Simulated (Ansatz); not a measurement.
The cluster MgCu4, 5 atoms. Hardware: 4 threads of Arm Neoverse V1 on a shared host.

Correlated methods freeze 37 core orbitals; core or outer-core shells of Mg are correlated, in sets that lack core-valence functions.

Problem. How many basis functions does each of these Ansatz runs have, and roughly what does it cost? PBE-D4/def2-SVP, charge 0 singlet, energy, from earlier orbitals; PBE0-D4/def2-SVP, charge 0 singlet, energy, from earlier orbitals; LC-ωPBE/def2-TZVP, charge 0 singlet, energy, from earlier orbitals; PBE0-D4/def2-TZVP, charge 0 singlet, energy, from earlier orbitals; CCSD(T)/def2-SVP, charge 0 singlet, energy, from earlier orbitals; B3LYP-D4/def2-TZVP, charge 0 singlet, energy, from earlier orbitals; r2SCAN-D4/def2-SVP, charge 0 singlet, relaxation, 7 steps; B2PLYP/def2-TZVP, charge 0 singlet, energy, from earlier orbitals; PBE-D4/def2-TZVP, charge 0 singlet, energy and forces, from earlier orbitals; r2SCAN-D4/def2-TZVP, charge 0 singlet, energy, from earlier orbitals; MP2/def2-TZVP, charge 0 singlet, energy, from earlier orbitals.

Solution. Other jobs shared the machine, so times can vary by a factor of up to 3. A dash marks memory too small to be measured apart from the calling script's.

| run | functions | fitting or Cholesky vectors | wall time | peak host memory (GiB) |
| --- | --- | --- | --- | --- |
| PBE-D4/def2-SVP, charge 0 singlet, energy, from earlier orbitals | 142 | 1715 | 2.9 s | – |
| PBE0-D4/def2-SVP, charge 0 singlet, energy, from earlier orbitals | 142 | 1528 | 4.9 s | – |
| PBE-D4/def2-TZVP, charge 0 singlet, energy and forces, from earlier orbitals | 212 | 2100 | 5.5 s | – |
| LC-ωPBE/def2-TZVP, charge 0 singlet, energy, from earlier orbitals | 212 | 2100 | 6.5 s | 0.59 |
| B3LYP-D4/def2-TZVP, charge 0 singlet, energy, from earlier orbitals | 212 | 2172 | 9 s | 0.82 |
| MP2/def2-TZVP, charge 0 singlet, energy, from earlier orbitals | 212 | 2172 | 10 s | 0.88 |
| PBE0-D4/def2-TZVP, charge 0 singlet, energy, from earlier orbitals | 212 | 2172 | 10 s | 0.81 |
| r2SCAN-D4/def2-TZVP, charge 0 singlet, energy, from earlier orbitals | 212 | 2100 | 10 s | – |
| B2PLYP/def2-TZVP, charge 0 singlet, energy, from earlier orbitals | 212 | 2172 | 15 s | 0.84 |
| r2SCAN-D4/def2-SVP, charge 0 singlet, relaxation, 7 steps | 142 | 1715 | 34 s | – |
| CCSD(T)/def2-SVP, charge 0 singlet, energy, from earlier orbitals | 142 | 1528 | 35 s | 0.87 |
